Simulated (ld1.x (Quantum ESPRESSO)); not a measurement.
## Building the PAW potential for In (PW91, fully relativistic).

```
Element                 : indium
Generator               : ld1.x (Quantum ESPRESSO) 7.5
Type                    : PAW
Functional              : PW91
Relativity              : fully relativistic
Frozen core             : [Kr]
Valence charge          : 13
Reference configuration : 4d10 5s1.5 5p0 (charge +1.5)
Partial waves           : 5s (bound): rcut 1.35, rcutus 1.85 bohr; 5s channel at 3.75 Ry: rcut 1.35, rcutus 1.85 bohr; 5p (bound, empty): rcut 2.20, rcutus 2.65 bohr; 5p channel at -0.4 Ry: rcut 2.20, rcutus 2.65 bohr; 4d (bound): rcut 0.95, rcutus 1.25 bohr; 4d channel at 0.5 Ry: rcut 0.95, rcutus 1.25 bohr
Local potential         : all-electron potential smoothed inside 1.15 bohr (lloc = -1)
Core correction         : a·sin(br)/r model core inside 0.80 bohr
Augmentation charge     : PSQ, inside the norm-conserving radii
```

Open shells are filled in proportion to 2j + 1 (rel_dist='average').

All-electron outer shells of the reference configuration (PW91, scalar-relativistic, ld1.x):

| shell | level (eV) | outermost node (bohr) | outermost maximum (bohr) |
| --- | --- | --- | --- |
| 4p | -90.84 | 0.42 | 0.82 |
| 4d | -31.25 | 0.40 | 0.94 |
| 5s | -19.30 | 1.02 | 2.08 |
| 5p | -12.29 | 1.13 | 2.54 |

**Question.** Does the generator finish with these settings?

**Answer.** No. ld1.x (Quantum ESPRESSO) 7.5 stopped with "run_pseudo: Errors in PS-KS equation": the pseudo-atom solver did not find the valence states with the expected number of nodes, which is the usual sign of a ghost state. Before that it printed "Warning: n=1, l=0 expected 0 nodes, found 1".
